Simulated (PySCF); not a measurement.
Si(GeH3)2(H)(OH), H8Ge2OSi, SMILES O[SiH]([GeH3])[GeH3], singlet, B3LYP/def2-SVP optimised geometry.

```
12

Si    -1.24     0.02     0.00
O     -1.84    -0.65     1.42
Ge    -2.12    -1.12    -1.94
Ge     1.17     0.02     0.00
H     -1.73     1.43     0.00
H     -1.63    -1.58     1.59
H     -1.74    -2.62    -1.90
H     -3.66    -1.03    -1.99
H     -1.55    -0.52    -3.24
H      1.71    -1.43     0.12
H      1.73     0.63    -1.30
H      1.73     0.82     1.19
```

Density from B3LYP/def2-TZVP run with PySCF 2.14.0 at that geometry.

Minimum of the electron density along straight lines between bonded atoms, close to the bond critical point (lines longer than 1.1 times the sum of covalent radii, or with two minima, are not listed):

```json
[
 {"bond": "Si1–O2", "length / Å": "1.682", "ρ at the minimum / e bohr⁻³": "0.128", "∇²ρ there / e bohr⁻⁵": "…", "position (fraction from the first atom)": "0.41"},
 {"bond": "Si1–Ge3", "length / Å": "2.411", "ρ at the minimum / e bohr⁻³": "0.088", "∇²ρ there / e bohr⁻⁵": "-0.13", "position (fraction from the first atom)": "0.47"},
 {"bond": "Si1–Ge4", "length / Å": "2.410", "ρ at the minimum / e bohr⁻³": "0.088", "∇²ρ there / e bohr⁻⁵": "-0.13", "position (fraction from the first atom)": "0.47"},
 {"bond": "Si1–H5", "length / Å": "1.490", "ρ at the minimum / e bohr⁻³": "0.122", "∇²ρ there / e bohr⁻⁵": "0.14", "position (fraction from the first atom)": "0.49"},
 {"bond": "O2–H6", "length / Å": "0.965", "ρ at the minimum / e bohr⁻³": "…", "∇²ρ there / e bohr⁻⁵": "…", "position (fraction from the first atom)": "0.80"},
 {"bond": "Ge3–H7", "length / Å": "1.547", "ρ at the minimum / e bohr⁻³": "0.129", "∇²ρ there / e bohr⁻⁵": "0.06", "position (fraction from the first atom)": "0.59"},
 {"bond": "Ge3–H8", "length / Å": "1.545", "ρ at the minimum / e bohr⁻³": "0.130", "∇²ρ there / e bohr⁻⁵": "0.06", "position (fraction from the first atom)": "0.59"},
 {"bond": "Ge3–H9", "length / Å": "1.546", "ρ at the minimum / e bohr⁻³": "0.130", "∇²ρ there / e bohr⁻⁵": "0.06", "position (fraction from the first atom)": "0.59"},
 {"bond": "Ge4–H10", "length / Å": "1.547", "ρ at the minimum / e bohr⁻³": "0.129", "∇²ρ there / e bohr⁻⁵": "0.06", "position (fraction from the first atom)": "0.59"},
 {"bond": "Ge4–H11", "length / Å": "1.545", "ρ at the minimum / e bohr⁻³": "0.130", "∇²ρ there / e bohr⁻⁵": "0.06", "position (fraction from the first atom)": "0.59"},
 {"bond": "Ge4–H12", "length / Å": "1.545", "ρ at the minimum / e bohr⁻³": "0.130", "∇²ρ there / e bohr⁻⁵": "0.06", "position (fraction from the first atom)": "0.59"}
]
```

**Question.** Fill in the missing entries.

**Answer.** 
- Si1–O2, ∇²ρ there / e bohr⁻⁵: 0.69
- O2–H6, ρ at the minimum / e bohr⁻³: 0.353
- O2–H6, ∇²ρ there / e bohr⁻⁵: -2.36
